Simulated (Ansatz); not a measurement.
C$_{6}$H$_{14}$, charge -1, doublet, at the geometry of the source list (a state made from the parent by changing its charge; the spin is typed, not shown lowest) (a gas-phase anion, which may not be bound at this level); Ansatz (a program for electronic structure) with CCSD(T)/STO-3G.

Input for Ansatz:
Ansatz 0.2 input:
```yaml
crystal:
  periodic: [false, false, false]
  atoms:
    - {symbol: C, position_ang: [2.83340000, 0.85030000, -0.34240000]}
    - {symbol: C, position_ang: [1.82880000, 0.00110000, 0.42560000]}
    - {symbol: C, position_ang: [0.44440000, 0.03160000, -0.21760000]}
    - {symbol: C, position_ang: [-0.56010000, -0.81700000, 0.55810000]}
    - {symbol: C, position_ang: [-1.93330000, -0.90240000, -0.10840000]}
    - {symbol: C, position_ang: [-2.66640000, 0.43210000, -0.15860000]}
    - {symbol: H, position_ang: [2.93620000, 0.49080000, -1.36410000]}
    - {symbol: H, position_ang: [2.50950000, 1.88830000, -0.37790000]}
    - {symbol: H, position_ang: [3.81090000, 0.81330000, 0.13320000]}
    - {symbol: H, position_ang: [2.18440000, -1.03130000, 0.46810000]}
    - {symbol: H, position_ang: [1.75560000, 0.36640000, 1.45290000]}
    - {symbol: H, position_ang: [0.09860000, 1.06580000, -0.26140000]}
    - {symbol: H, position_ang: [0.51550000, -0.34040000, -1.24290000]}
    - {symbol: H, position_ang: [-0.67420000, -0.40920000, 1.56570000]}
    - {symbol: H, position_ang: [-0.15880000, -1.82930000, 0.65710000]}
    - {symbol: H, position_ang: [-1.81730000, -1.29070000, -1.12340000]}
    - {symbol: H, position_ang: [-2.54310000, -1.61770000, 0.44960000]}
    - {symbol: H, position_ang: [-2.74670000, 0.86090000, 0.83800000]}
    - {symbol: H, position_ang: [-3.67090000, 0.29620000, -0.55390000]}
    - {symbol: H, position_ang: [-2.14660000, 1.14120000, -0.79750000]}
basis:
  gaussian:
    orbitals: STO-3G
total_charge: -1
magnetization: {spin_polarized: true, initial_magnetization: 1}
correlation: {method: ccsd_t}
```

It wrote (shortened):

```
Functional definition: HF
627 factors; integrals over basis functions are off by at most 3.8e-5 eV
mean field evaluation 1: about -6312.5294 eV, gradient 1.3e1 eV
mean field evaluation 2: about -6313.0526 eV, gradient 1.2e1 eV
mean field evaluation 4: about -6314.7601 eV, gradient 1.7e0 eV
mean field evaluation 8: about -6314.9745 eV, gradient 2.5e-1 eV
mean field evaluation 16: about -6314.9851 eV, gradient 2.0e-6 eV
mean field evaluation 32: about -6314.9850 eV, gradient 1.4e-2 eV
mean field evaluation 64: about -6314.6947 eV, gradient 5.3e0 eV
mean field evaluation 96: about -6314.1803 eV, gradient 3.4e-1 eV
mean field evaluation 128: about -6314.1870 eV, gradient 1.1e-1 eV
mean field evaluation 160: about -6314.1764 eV, gradient 8.3e-1 eV
mean field evaluation 192: about -6313.2371 eV, gradient 2.4e0 eV
mean field -6314.98505068 eV, -232.0714201617 hartree, gradient 2.0e-6 eV, S^2 0.763117; 7 other end points of the search recorded, 0 dependent functions left out
determinant -6314.98505068 eV, -232.0714201617 hartree, with singles and doubles -6326.48854003 eV, -232.4941655982 hartree
determinant -6314.18769141 eV, -232.0421177492 hartree, with singles and doubles -6325.85228856 eV, -232.4707837880 hartree
6 core orbitals not correlated
reference -6314.98505068 eV, -232.0714201617 hartree; 20, 19 occupied and 18, 19 virtual orbitals, 627 factors
second order -8.77002744 eV of doubles, -0.00000000 eV of singles
cycle   1  -11.50259027 eV  change    9.0e-4 eV  update   2.0e-3
cycle   2  -11.50138836 eV  change    1.2e-3 eV  update   1.7e-3
cycle   3  -11.50097575 eV  change    4.1e-4 eV  update   1.1e-3
cycle   4  -11.50168160 eV  change   -7.1e-4 eV  update   8.2e-4
cycle   5  -11.50279746 eV  change   -1.1e-3 eV  update   5.9e-4
cycle   6  -11.50360690 eV  change   -8.1e-4 eV  update   4.7e-4
cycle   7  -11.50263329 eV  change    9.7e-4 eV  update   2.7e-4
cycle   8  -11.50215263 eV  change    4.8e-4 eV  update   1.6e-4
cycle   9  -11.50221985 eV  change   -6.7e-5 eV  update   1.2e-4
cycle  10  -11.50248178 eV  change   -2.6e-4 eV  update   6.2e-5
cycle  11  -11.50250807 eV  change   -2.6e-5 eV  update   3.5e-5
perturbative correction -0.13164567 eV, -0.0048378893 hartree
Total energy: -6326.61920442 eV, -232.4989674259 hartree
```
